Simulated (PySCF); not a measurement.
Levels of In³⁰⁺ from EOM-EA-GCCSD

Reference: closed-shell In³¹⁺, [Ar]; one electron is added. Calculated with PySCF 2.14, two-component X2C-1e with screened spin-orbit coupling, an even-tempered Gaussian basis (18 s from 1.8 bohr⁻², ratio 2.6; 14 p from 2.3 bohr⁻², ratio 2.6; 6 d from 2.4 bohr⁻², ratio 2.8; 3 f from 43 bohr⁻², ratio 2.8); frozen [Ne]; the 62 highest virtual spinors dropped; of the others 50 kept and the rest restored at second order. No Breit or QED terms. Binding energies in eV.

```csv
level,Koopmans
3d3/2,1735.9
3d5/2,1725.6
```

(1) How does correlation move these levels?

For comparison, the ionisation energy of In³⁰⁺ is 1738 ± 4 eV (theoretical estimate listed by NIST; NIST Atomic Spectra Database, ionization energies).

Only part of the computed levels is shown.

## Answers

(1) 3d3/2: second order 1737.2, EOM-CCSD 1737.0; 3d5/2: second order 1726.8, EOM-CCSD 1726.6.
